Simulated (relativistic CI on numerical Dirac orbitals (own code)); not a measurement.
# Ions with 62 electrons, Sm to Hf¹⁰⁺

Computed by Dirac-Coulomb-Breit CI, separate exchange-only KLI orbitals for each configuration, model QED (radiative potential, 1s self-energy scaled to tabulated hydrogen-like ionisation energies), valence Slater integrals scaled by 0.9, P86 correlation energy added to each configuration (own radial code, finite nucleus).

Configuration list (outside the closed core [Kr] 4d10): 4f14 5s2, 4f12 5s2 5p2, 4f13 5s2 5p, 4f14 5s 5p, 4f14 5p2, 4f13 5s 5p2, 4f14 5s 5d. Levels of other configurations are missing.

Energies above each ion's lowest level, in cm⁻¹. Levels are followed by their leading LS label, which can pass from one level to another where the coupling changes.

| Ion | 4f12 5s2 5p2 5H_5 | 4f12 5s2 5p2 5G_3 | 4f12 5s2 5p2 3H_4 | 4f12 5s2 5p2 5D_0 | 4f12 5s2 5p2 5D_1 |
| --- | --- | --- | --- | --- | --- |
| Sm | 2695.8 | 5711.5 | 9617.4 | 10712.5 | 12123.2 |
| Eu⁺ | 3306.0 | 7101.9 | 11121.1 | 13747.1 | 15038.0 |
| Gd²⁺ | 4079.4 | 8637.9 | 13082.5 | 17250.1 | 18586.2 |
| Tb³⁺ | 5043.1 | 10291.5 | 15267.0 | 21129.9 | 22661.2 |
| Dy⁴⁺ | 6157.3 | 12026.8 | 17682.8 | 25224.6 | 27054.2 |
| Ho⁵⁺ | 7381.8 | 13819.3 | 20294.7 | 29388.6 | 31565.1 |
| Er⁶⁺ | 8696.3 | 15664.2 | 14317.2 | 33520.7 | 36056.1 |
| Tm⁷⁺ | 10097.8 | 17570.6 | 16051.8 | 37566.0 | 40464.9 |
| Yb⁸⁺ | 11593.6 | 19553.3 | 17881.0 | 41505.1 | 44788.9 |
| Lu⁹⁺ | 13195.0 | 21628.2 | 19820.2 | 45339.8 | 49056.4 |
| Hf¹⁰⁺ | 14914.2 | 23807.1 | 21877.9 | 49082.3 | 53305.7 |

The lowest level keeps the configuration 4f12 5s2 5p2 and J = 6 throughout.

Between Z = 69 and 72 the energy of 4f12 5s2 5p2 5H_5 follows a local power law Z^9.2. For orientation: electrostatic splittings inside a shell grow about linearly with the screened charge, excitations that change n as its square, and fine structure as its fourth power; written in Z itself the exponents are larger, since the screened charge grows faster in proportion.

For Sm NIST ASD gives another ground level, 4f6 6s2 7F0.

For Eu⁺ NIST ASD gives another ground level, 4f7 (8S*) 6s 9S°4.

For Gd²⁺ NIST ASD gives another ground level, 4f7 (8S*) 5d 9D°2.

For Tb³⁺ NIST ASD gives another ground level, 4f8 7F6.

For Dy⁴⁺ NIST ASD gives another ground level, 4f8 5p6 7F6.

The members near neutrality are the least accurate: they can be off by several eV, miss lower levels of configurations outside the list, or start from a wrong lowest level.
